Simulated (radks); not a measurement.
Results of a calculation; reference values are marked as such.
Initial-state core-level shifts of neutral thallium when its valence configuration changes from [Hg] 6p1. Code: a radial shooting solver on a logarithmic mesh with Libxc functionals. Model: scalar-relativistic Kohn-Sham, PBE, spin-polarised, spherical densities, finite nucleus; open shells are filled with parallel spins first (spin-orbit coupling, left out, can overturn this in heavy ions); Fermi nuclear charge, rms radius 5.4759 fm. Shifts are changes of the shell-averaged eigenvalues in eV (positive: less bound); the change of the density at the nucleus, which sets a Mossbauer isomer shift, is in e/bohr^3, on a base of 2.72e+06.

valence,1s,2p,3s,4s,density at nucleus
[Xe] 4f13 5d10 6s2 6p2,-19.284,-20.526,-22.806,-19.930,+261.0
[Xe] 4f14 5d10 6s1 6p2,-1.658,-1.621,-1.640,-1.649,-199.5
[Xe] 4f14 5d10 6s1.5 6p1.5,-0.878,-0.859,-0.868,-0.872,-96.6
[Xe] 4f14 5d9 6s2 6p2,-5.568,-5.710,-5.653,-5.600,+72.7
[Xe] 4f13.5 5d10 6s2 6p1.5,-9.549,-10.158,-11.288,-9.896,+128.9
[Xe] 4f13.5 5d10 6s1 6p2.5,-11.089,-11.664,-12.814,-11.431,-88.4
